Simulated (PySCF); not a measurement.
Dipole response of K⁺ (potassium, charge +1)

[Ar], closed-shell 1S. All numbers are calculated (PySCF 2.14, scalar relativity by spin-free X2C-1e, in aug-cc-pVDZ-X2C). Coupled (time-dependent) response in atomic units; α is the mean over directions. A double-zeta set is small for polarisabilities.

| method | mean α (bohr³) | C₆ (like pair) | S(−4) |
| --- | --- | --- | --- |
| UHF | 2.945 | 6.102 | 3.414 |
| PBE | 3.300 | 7.089 | 4.484 |
| PBE0 | 3.116 | 6.523 | 3.969 |
| LC-wPBE | 3.080 | 6.383 | 3.916 |
| PBEsol | 3.293 | 7.062 | 4.472 |

S(−4) is the Cauchy moment in α(ω) = α(0) + S(−4) ω² + …

α(iu) at UHF:

| u (hartree) | α(iu) (bohr³) |
| --- | --- |
| 0 | 2.945 |
| 0.0500 | 2.936 |
| 0.100 | 2.911 |
| 0.200 | 2.814 |
| 0.300 | 2.668 |
| 0.500 | 2.288 |
| 0.750 | 1.794 |
| 1.00 | 1.379 |
| 1.50 | 0.8329 |
| 2.00 | 0.5364 |
| 3.00 | 0.2662 |
| 5.00 | 0.1021 |

A single London oscillator, α(iu) = α/(1 + u²/ω²), gives C₆ = (3/4) ω α². Matching the computed C₆ needs ω = 4 × 6.102 / (3 × 2.945²) = 0.938 hartree.

For an ion, C₆ is the dispersion term alone; charge-induced terms of lower order in 1/R come first.
